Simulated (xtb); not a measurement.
xtb input (GFN1-xTB):

```bash
xtb mol.xyz --gfn 1 --opt tight --chrg 0 --uhf 0
```
mol.xyz:
```
3

Be     0.00000000     0.00000000     0.00000000
H      0.00000000     0.00000000     1.33008694
H     -0.00000000    -0.00000000    -1.33008694
```

Output:

```
           -------------------------------------------------
          |                Calculation Setup                |
           -------------------------------------------------

           -------------------------------------------------
          |                 G F N 1 - x T B                 |
           -------------------------------------------------

        Reference                      10.1021/acs.jctc.7b00118
      * Hamiltonian:
        H0-scaling (s, p, d)           1.850000    2.250000    2.000000
        zeta-weighting                 0.000000
      * Dispersion:
        s8                             2.400000
        a1                             0.630000
        a2                             5.000000
        s9                             0.000000
      * Repulsion:
        kExp                           1.500000
        rExp                           1.000000
      * Coulomb:
        alpha                          2.000000
        third order                    atomic
        anisotropic                    false
      * Halogen bond correction:
        rad-scale                      1.300000
        damping                        0.440000

          ...................................................
          :                      SETUP                      :
          :.................................................:
          :  # basis functions                   8          :
          :  # atomic orbitals                   8          :
          :  # shells                            6          :
          :  # electrons                         4          :
          :  # halogen bonds                     0          :
          :  max. iterations                   250          :
          :  Hamiltonian                  GFN1-xTB          :
          :  restarted?                      false          :
          :  GBSA solvation                  false          :
          :  PC potential                    false          :
          :  electronic temp.          300.0000000     K    :
          :  accuracy                    1.0000000          :
          :  -> integral cutoff          0.2500000E+02      :
          :  -> integral neglect         0.1000000E-07      :
          :  -> SCF convergence          0.1000000E-05 Eh   :
          :  -> wf. convergence          0.2000000E-04 e    :
          :  Broyden damping             0.4000000          :
          :  net charge                          0          :
          :  unpaired electrons                  0          :
          ...................................................

 iter      E             dE          RMSdq      gap      omega  full diag
   1     -1.8655667 -0.186557E+01  0.626E+00    6.12       0.0  T
   2     -1.8656110 -0.443175E-04  0.374E+00    6.09       1.0  T
   3     -1.8656134 -0.238899E-05  0.561E-02    6.06       1.0  T
   4     -1.8656163 -0.285859E-05  0.168E-03    6.08      34.3  T
   5     -1.8656163 -0.257840E-10  0.283E-06    6.08   20406.0  T
   6     -1.8656163 -0.799361E-14  0.134E-06    6.08   43030.7  T

[...]
         3                         -0.2181805              -5.9370 (LUMO)
         4                         -0.2181805              -5.9370
         5                         -0.0701503              -1.9089
         6                         -0.0385828              -1.0499
         7                          0.1994130               5.4263
         8                          1.1447028              31.1489
      -------------------------------------------------------------
                  HL-Gap            0.2253017 Eh            6.1308 eV
             Fermi-level           -0.3308314 Eh           -9.0024 eV

 SCC (total)                   0 d,  0 h,  0 min,  0.001 sec
 SCC setup                      ...        0 min,  0.000 sec (  6.768%)
 Dispersion                     ...        0 min,  0.000 sec (  1.375%)
 classical contributions        ...        0 min,  0.000 sec (  0.518%)
 integral evaluation            ...        0 min,  0.000 sec ( 32.286%)
 iterations                     ...        0 min,  0.000 sec ( 13.534%)
 molecular gradient             ...        0 min,  0.000 sec ( 37.580%)
 printout                       ...        0 min,  0.000 sec (  6.355%)

         :::::::::::::::::::::::::::::::::::::::::::::::::::::
         ::                     SUMMARY                     ::
         :::::::::::::::::::::::::::::::::::::::::::::::::::::
         :: total energy              -1.852628067991 Eh    ::
         :: gradient norm              0.000002486106 Eh/a0 ::
         :: HOMO-LUMO gap              6.130771193052 eV    ::
         ::.................................................::
         :: SCC energy                -1.873419237366 Eh    ::
         :: -> electrostatic           0.005525886856 Eh    ::
         :: repulsion energy           0.021001511163 Eh    ::
         :: dispersion energy         -0.000210341788 Eh    ::
         :: halogen bond corr.         0.000000000000 Eh    ::
         :: add. restraining           0.000000000000 Eh    ::
         :: total charge               0.000000000000 e     ::
         :::::::::::::::::::::::::::::::::::::::::::::::::::::

           -------------------------------------------------
          |                Property Printout                |
           -------------------------------------------------

    * Orbital Energies and Occupations

         #    Occupation            Energy/Eh            Energy/eV
      -------------------------------------------------------------
         1        2.0000           -0.4630323             -12.5997
         2        2.0000           -0.4434822             -12.0678 (HOMO)
         3                         -0.2181805              -5.9370 (LUMO)
         4                         -0.2181805              -5.9370
         5                         -0.0701503              -1.9089
         6                         -0.0385828              -1.0499
         7                          0.1994130               5.4263
         8                          1.1447028              31.1489
      -------------------------------------------------------------
                  HL-Gap            0.2253017 Eh            6.1308 eV
             Fermi-level           -0.3308314 Eh           -9.0024 eV

  Mulliken/CM5 charges         n(s)   n(p)   n(d)
     1Be    0.36383  0.42380   0.890  0.746  0.000
     2H    -0.18192 -0.21190   1.182  0.000  0.000
     3H    -0.18192 -0.21190   1.182  0.000  0.000

Wiberg/Mayer (AO) data.
largest (>0.10) Wiberg bond orders for each atom

 ---------------------------------------------------------------------------
     #   Z sym  total        # sym  WBO       # sym  WBO       # sym  WBO
 ---------------------------------------------------------------------------
     1   4 Be   1.924 --     2 H    0.962     3 H    0.962
     2   1 H    0.964 --     1 Be   0.962
     3   1 H    0.964 --     1 Be   0.962
 ---------------------------------------------------------------------------

Topologies differ in total number of bonds
Writing topology from bond orders to xtbtopo.mol

 dipole moment from electron density (au)
     X       Y       Z
   0.0000  -0.0000  -0.0000  total (Debye):    0.000

           -------------------------------------------------
          |                Geometry Summary                 |
           -------------------------------------------------

      molecular mass/u    :       11.0280646
   center of mass at/Å    :       -0.0000000      -0.0000000       0.0000000
  moments of inertia/u·Å² :        0.4434881E-30   0.3292440E+01   0.3292440E+01
rotational constants/cm⁻¹ :        0.3801146E+32   0.5120103E+01   0.5120103E+01

 * 2 selected distances

     #   Z          #   Z                                           value/Å
     1   4 Be       2   1 H                                       1.2779870 (max)
     1   4 Be       3   1 H                                       1.2779870

 * 1 distinct bonds (by element types)

   Z      Z             #   av. dist./Å        max./Å        min./Å
   1 H    4 Be          2     1.2779870     1.2779870     1.2779870

optimized geometry written to: xtbopt.xyz

           -------------------------------------------------
          | TOTAL ENERGY               -1.852628067991 Eh   |
          | GRADIENT NORM               0.000002486106 Eh/α |
          | HOMO-LUMO GAP               6.130771193052 eV   |
           -------------------------------------------------

------------------------------------------------------------------------
------------------------------------------------------------------------
Note: The following floating-point exceptions are signalling: IEEE_UNDERFLOW_FLAG IEEE_DENORMAL
normal termination of xtb
 total:
 SCF:
 ANC optimizer:
```
